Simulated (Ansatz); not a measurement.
A made-up structure of LiZnHO, singlet:

Li1  (1.479, -2.221, -1.705)
O2  (-0.756, 0.322, 0.204)
Zn3  (0.795, -0.335, -0.213)
H4  (2.156, -0.912, -0.580)
(Å)

It is relaxed with PBE-D4/def2-SVP and then PBE0-D4/def2-TZVP (Ansatz 0.2.0). Atoms count as bonded within 1.22 times the sum of their covalent radii (H–H: 0.88 Å). The end point is not checked to be a true minimum.

Task: Does its bonding change? (Judge from chemistry; the calculation decides.)

Result: The calculation gives: Yes. Formed: Li1–O2; broken: Li1–Zn3, Li1–H4.

Where it ends: The first stage lowers the energy by 3.02 eV in 19 steps. It ends as LiZnHO ([Li][O][ZnH]):
```xyz
4
angstrom
Li -1.2035 -1.6539 -1.4493
O 0.1848 -1.0830 -0.8733
Zn 1.6875 -0.4725 -0.2560
H 3.0060 0.0626 0.2851
```

Labels in which every atom is bracketed show which atoms are joined, not bond orders.

For scale, one of the runs: PBE0-D4/def2-TZVP relaxation, 99 basis functions, launched by `ansatz run in.yaml --threads 2 --pin off --events-out ev --progress --plain --max-ram 4352MiB`. Hardware: 2 CPU threads of an Arm Neoverse V2, shared host. Wall time about 7 s.
